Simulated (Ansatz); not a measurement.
Harmonic vibrations of C2H9InOSe by finite differences.

```yaml
crystal:
  periodic: [false, false, false]
  atoms:
    - {symbol: C, position_ang: [-2.207028, 0.373474, 0.060604]}
    - {symbol: In, position_ang: [-0.058579, 0.392470, -0.034307]}
    - {symbol: C, position_ang: [1.472476, 0.805162, 1.408973]}
    - {symbol: O, position_ang: [0.278937, -2.010577, -0.347390]}
    - {symbol: Se, position_ang: [0.776525, 0.456804, -2.491038]}
    - {symbol: H, position_ang: [-2.551921, -0.180814, 0.935370]}
    - {symbol: H, position_ang: [-2.587447, 1.393812, 0.133319]}
    - {symbol: H, position_ang: [-2.622877, -0.082056, -0.839041]}
    - {symbol: H, position_ang: [1.822218, 1.832509, 1.296853]}
    - {symbol: H, position_ang: [1.104988, 0.667547, 2.426428]}
    - {symbol: H, position_ang: [2.312616, 0.130682, 1.239493]}
    - {symbol: H, position_ang: [-0.510237, -2.558074, -0.407324]}
    - {symbol: H, position_ang: [0.575796, -1.855331, -1.262681]}
    - {symbol: H, position_ang: [2.181634, 0.605192, -2.090459]}
basis:
  gaussian: {orbitals: def2-TZVP}
hamiltonian: {xc: pbe0, dispersion: d4}
phonons: {temperatures: {t_min: 298.15, t_max: 900, t_step: 200}}
```

```sh
$ ansatz run in.yaml --threads 4 --pin off --events-out ev --progress --plain --max-ram 11315MiB
```

Output, abridged:

```
Functional definition: PBE0
mean field -74782.03430700 eV, -2748.1890716990 hartree, gradient 4.6e-5 eV, S^2 0.000000; 0 other end points of the search recorded, 0 dependent functions left out
mean field -74782.03416210 eV, -2748.1890663739 hartree, gradient 1.8e-6 eV, S^2 0.000000; 0 other end points of the search recorded, 0 dependent functions left out
mean field -74782.03426680 eV, -2748.1890702215 hartree, gradient 1.8e-6 eV, S^2 0.000000; 0 other end points of the search recorded, 0 dependent functions left out
mean field -74782.03416273 eV, -2748.1890663972 hartree, gradient 1.8e-6 eV, S^2 0.000000; 0 other end points of the search recorded, 0 dependent functions left out
mean field -74782.03414643 eV, -2748.1890657978 hartree, gradient 1.8e-6 eV, S^2 0.000000; 0 other end points of the search recorded, 0 dependent functions left out
mean field -74782.03416682 eV, -2748.1890665473 hartree, gradient 1.8e-6 eV, S^2 0.000000; 0 other end points of the search recorded, 0 dependent functions left out
mean field -74782.03413695 eV, -2748.1890654498 hartree, gradient 1.8e-6 eV, S^2 0.000000; 0 other end points of the search recorded, 0 dependent functions left out
mean field -74782.03423846 eV, -2748.1890691799 hartree, gradient 1.8e-6 eV, S^2 0.000000; 0 other end points of the search recorded, 0 dependent functions left out
mean field -74782.03424107 eV, -2748.1890692759 hartree, gradient 1.8e-6 eV, S^2 0.000000; 0 other end points of the search recorded, 0 dependent functions left out
mean field -74782.03429252 eV, -2748.1890711668 hartree, gradient 1.8e-6 eV, S^2 0.000000; 0 other end points of the search recorded, 0 dependent functions left out
mean field -74782.03427943 eV, -2748.1890706855 hartree, gradient 1.8e-6 eV, S^2 0.000000; 0 other end points of the search recorded, 0 dependent functions left out
mean field -74782.03426152 eV, -2748.1890700273 hartree, gradient 1.8e-6 eV, S^2 0.000000; 0 other end points of the search recorded, 0 dependent functions left out
mean field -74782.03426479 eV, -2748.1890701476 hartree, gradient 1.8e-6 eV, S^2 0.000000; 0 other end points of the search recorded, 0 dependent functions left out
mean field -74782.03421411 eV, -2748.1890682852 hartree, gradient 1.8e-6 eV, S^2 0.000000; 0 other end points of the search recorded, 0 dependent functions left out
mean field -74782.03415689 eV, -2748.1890661826 hartree, gradient 1.8e-6 eV, S^2 0.000000; 0 other end points of the search recorded, 0 dependent functions left out
mean field -74782.03417201 eV, -2748.1890667382 hartree, gradient 1.8e-6 eV, S^2 0.000000; 0 other end points of the search recorded, 0 dependent functions left out
mean field -74782.03413848 eV, -2748.1890655059 hartree, gradient 1.8e-6 eV, S^2 0.000000; 0 other end points of the search recorded, 0 dependent functions left out
mean field -74782.03422113 eV, -2748.1890685431 hartree, gradient 1.8e-6 eV, S^2 0.000000; 0 other end points of the search recorded, 0 dependent functions left out
mean field -74782.03413501 eV, -2748.1890653783 hartree, gradient 1.8e-6 eV, S^2 0.000000; 0 other end points of the search recorded, 0 dependent functions left out
mean field -74782.03418512 eV, -2748.1890672199 hartree, gradient 1.8e-6 eV, S^2 0.000000; 0 other end points of the search recorded, 0 dependent functions left out
mean field -74782.03416817 eV, -2748.1890665969 hartree, gradient 1.8e-6 eV, S^2 0.000000; 0 other end points of the search recorded, 0 dependent functions left out
mean field -74782.03418639 eV, -2748.1890672665 hartree, gradient 1.8e-6 eV, S^2 0.000000; 0 other end points of the search recorded, 0 dependent functions left out
mean field -74782.03428691 eV, -2748.1890709605 hartree, gradient 1.8e-6 eV, S^2 0.000000; 0 other end points of the search recorded, 0 dependent functions left out
mean field -74782.03416020 eV, -2748.1890663041 hartree, gradient 1.8e-6 eV, S^2 0.000000; 0 other end points of the search recorded, 0 dependent functions left out
mean field -74782.03416470 eV, -2748.1890664693 hartree, gradient 1.8e-6 eV, S^2 0.000000; 0 other end points of the search recorded, 0 dependent functions left out
mean field -74782.03427108 eV, -2748.1890703789 hartree, gradient 1.8e-6 eV, S^2 0.000000; 0 other end points of the search recorded, 0 dependent functions left out
mean field -74782.03420940 eV, -2748.1890681121 hartree, gradient 1.8e-6 eV, S^2 0.000000; 0 other end points of the search recorded, 0 dependent functions left out
mean field -74782.03432015 eV, -2748.1890721822 hartree, gradient 1.8e-6 eV, S^2 0.000000; 0 other end points of the search recorded, 0 dependent functions left out
mean field -74782.03428580 eV, -2748.1890709196 hartree, gradient 1.8e-6 eV, S^2 0.000000; 0 other end points of the search recorded, 0 dependent functions left out
mean field -74782.03420068 eV, -2748.1890677915 hartree, gradient 1.8e-6 eV, S^2 0.000000; 0 other end points of the search recorded, 0 dependent functions left out
mean field -74782.03435181 eV, -2748.1890733454 hartree, gradient 1.8e-6 eV, S^2 0.000000; 0 other end points of the search recorded, 0 dependent functions left out
mean field -74782.03427837 eV, -2748.1890706468 hartree, gradient 1.8e-6 eV, S^2 0.000000; 0 other end points of the search recorded, 0 dependent functions left out
mean field -74782.03429798 eV, -2748.1890713672 hartree, gradient 1.8e-6 eV, S^2 0.000000; 0 other end points of the search recorded, 0 dependent functions left out
mean field -74782.03427084 eV, -2748.1890703699 hartree, gradient 1.8e-6 eV, S^2 0.000000; 0 other end points of the search recorded, 0 dependent functions left out
[...]
mean field -74782.03430344 eV, -2748.1890715679 hartree, gradient 1.8e-6 eV, S^2 0.000000; 0 other end points of the search recorded, 0 dependent functions left out
mean field -74782.03428519 eV, -2748.1890708974 hartree, gradient 1.8e-6 eV, S^2 0.000000; 0 other end points of the search recorded, 0 dependent functions left out
mean field -74782.03429021 eV, -2748.1890710818 hartree, gradient 1.8e-6 eV, S^2 0.000000; 0 other end points of the search recorded, 0 dependent functions left out
mean field -74782.03427944 eV, -2748.1890706860 hartree, gradient 1.8e-6 eV, S^2 0.000000; 0 other end points of the search recorded, 0 dependent functions left out
mean field -74782.03429537 eV, -2748.1890712714 hartree, gradient 1.8e-6 eV, S^2 0.000000; 0 other end points of the search recorded, 0 dependent functions left out
mean field -74782.03428958 eV, -2748.1890710586 hartree, gradient 1.8e-6 eV, S^2 0.000000; 0 other end points of the search recorded, 0 dependent functions left out
mean field -74782.03422282 eV, -2748.1890686052 hartree, gradient 1.8e-6 eV, S^2 0.000000; 0 other end points of the search recorded, 0 dependent functions left out
mean field -74782.03420725 eV, -2748.1890680332 hartree, gradient 1.8e-6 eV, S^2 0.000000; 0 other end points of the search recorded, 0 dependent functions left out
mean field -74782.03424766 eV, -2748.1890695180 hartree, gradient 1.8e-6 eV, S^2 0.000000; 0 other end points of the search recorded, 0 dependent functions left out
mean field -74782.03423408 eV, -2748.1890690189 hartree, gradient 1.8e-6 eV, S^2 0.000000; 0 other end points of the search recorded, 0 dependent functions left out
mean field -74782.03426163 eV, -2748.1890700313 hartree, gradient 1.8e-6 eV, S^2 0.000000; 0 other end points of the search recorded, 0 dependent functions left out
mean field -74782.03425574 eV, -2748.1890698149 hartree, gradient 1.8e-6 eV, S^2 0.000000; 0 other end points of the search recorded, 0 dependent functions left out
mean field -74782.03430443 eV, -2748.1890716043 hartree, gradient 1.8e-6 eV, S^2 0.000000; 0 other end points of the search recorded, 0 dependent functions left out
mean field -74782.03428136 eV, -2748.1890707566 hartree, gradient 1.8e-6 eV, S^2 0.000000; 0 other end points of the search recorded, 0 dependent functions left out
mean field -74782.03419145 eV, -2748.1890674525 hartree, gradient 1.8e-6 eV, S^2 0.000000; 0 other end points of the search recorded, 0 dependent functions left out
mean field -74782.03420091 eV, -2748.1890678002 hartree, gradient 1.8e-6 eV, S^2 0.000000; 0 other end points of the search recorded, 0 dependent functions left out
mean field -74782.03423938 eV, -2748.1890692139 hartree, gradient 1.8e-6 eV, S^2 0.000000; 0 other end points of the search recorded, 0 dependent functions left out
mean field -74782.03426540 eV, -2748.1890701702 hartree, gradient 1.8e-6 eV, S^2 0.000000; 0 other end points of the search recorded, 0 dependent functions left out
mean field -74782.03429550 eV, -2748.1890712764 hartree, gradient 1.8e-6 eV, S^2 0.000000; 0 other end points of the search recorded, 0 dependent functions left out
mean field -74782.03429178 eV, -2748.1890711396 hartree, gradient 1.8e-6 eV, S^2 0.000000; 0 other end points of the search recorded, 0 dependent functions left out
mean field -74782.03428277 eV, -2748.1890708085 hartree, gradient 1.8e-6 eV, S^2 0.000000; 0 other end points of the search recorded, 0 dependent functions left out
mean field -74782.03428000 eV, -2748.1890707067 hartree, gradient 1.8e-6 eV, S^2 0.000000; 0 other end points of the search recorded, 0 dependent functions left out
mean field -74782.03428983 eV, -2748.1890710678 hartree, gradient 1.8e-6 eV, S^2 0.000000; 0 other end points of the search recorded, 0 dependent functions left out
mean field -74782.03430132 eV, -2748.1890714901 hartree, gradient 1.8e-6 eV, S^2 0.000000; 0 other end points of the search recorded, 0 dependent functions left out
mean field -74782.03417919 eV, -2748.1890670020 hartree, gradient 1.8e-6 eV, S^2 0.000000; 0 other end points of the search recorded, 0 dependent functions left out
mean field -74782.03418019 eV, -2748.1890670385 hartree, gradient 1.8e-6 eV, S^2 0.000000; 0 other end points of the search recorded, 0 dependent functions left out
mean field -74782.03424820 eV, -2748.1890695381 hartree, gradient 1.8e-6 eV, S^2 0.000000; 0 other end points of the search recorded, 0 dependent functions left out
mean field -74782.03424005 eV, -2748.1890692386 hartree, gradient 1.8e-6 eV, S^2 0.000000; 0 other end points of the search recorded, 0 dependent functions left out
mean field -74782.03430838 eV, -2748.1890717496 hartree, gradient 1.8e-6 eV, S^2 0.000000; 0 other end points of the search recorded, 0 dependent functions left out
mean field -74782.03430254 eV, -2748.1890715348 hartree, gradient 1.8e-6 eV, S^2 0.000000; 0 other end points of the search recorded, 0 dependent functions left out
mean field -74782.03428543 eV, -2748.1890709060 hartree, gradient 1.8e-6 eV, S^2 0.000000; 0 other end points of the search recorded, 0 dependent functions left out
mean field -74782.03431302 eV, -2748.1890719202 hartree, gradient 1.8e-6 eV, S^2 0.000000; 0 other end points of the search recorded, 0 dependent functions left out
Total energy: -74782.29340857 eV, -2748.1985935060 hartree
Atom 0 at    -2.207028     0.373474     0.060604 Å, force     0.000563    -0.000188     0.001231 eV/Å
Atom 1 at    -0.058579     0.392470    -0.034307 Å, force     0.000296     0.000047    -0.000206 eV/Å
Atom 2 at     1.472476     0.805162     1.408973 Å, force    -0.000672    -0.000250    -0.000153 eV/Å
Atom 3 at     0.278937    -2.010577    -0.347390 Å, force    -0.000134     0.000323    -0.000265 eV/Å
Atom 4 at     0.776525     0.456804    -2.491038 Å, force    -0.000220    -0.000053     0.000254 eV/Å
Atom 5 at    -2.551921    -0.180814     0.935370 Å, force    -0.000116    -0.000682     0.000727 eV/Å
Atom 6 at    -2.587447     1.393812     0.133319 Å, force    -0.000288     0.001306    -0.000495 eV/Å
Atom 7 at    -2.622877    -0.082056    -0.839041 Å, force    -0.000631    -0.000622    -0.001426 eV/Å
Atom 8 at     1.822218     1.832509     1.296853 Å, force     0.000434     0.000571    -0.000057 eV/Å
Atom 9 at     1.104988     0.667547     2.426428 Å, force    -0.000055    -0.000052     0.000380 eV/Å
Atom 10 at     2.312616     0.130682     1.239493 Å, force     0.000518    -0.000298     0.000134 eV/Å
Atom 11 at    -0.510237    -2.558074    -0.407324 Å, force    -0.000406    -0.000114     0.000345 eV/Å
Atom 12 at     0.575796    -1.855331    -1.262681 Å, force     0.000578    -0.000020    -0.000309 eV/Å
Atom 13 at     2.181634     0.605192    -2.090459 Å, force     0.000132     0.000033    -0.000158 eV/Å
Dipole moment:    -0.244953    -0.394160     0.326866 e Å
Vibrations: 39.32 57.36 80.34 92.16 105.11 110.48 119.48 189.67 214.18 226.35 300.46 445.11 490.21 524.36 531.73 624.69 673.84 694.85 719.88 739.98 1192.29 1195.27 1449.24 1450.87 1452.94 1454.84 1620.57 2441.66 3057.32 3061.72 3147.00 3152.81 3154.86 3158.95 3619.22 3879.17 cm⁻¹, zero-point energy 2.818674 eV
```

It took 2.8 min on 4 threads of an AMD EPYC 9R45 on a shared host, with 0.96 GiB of host memory at the peak.
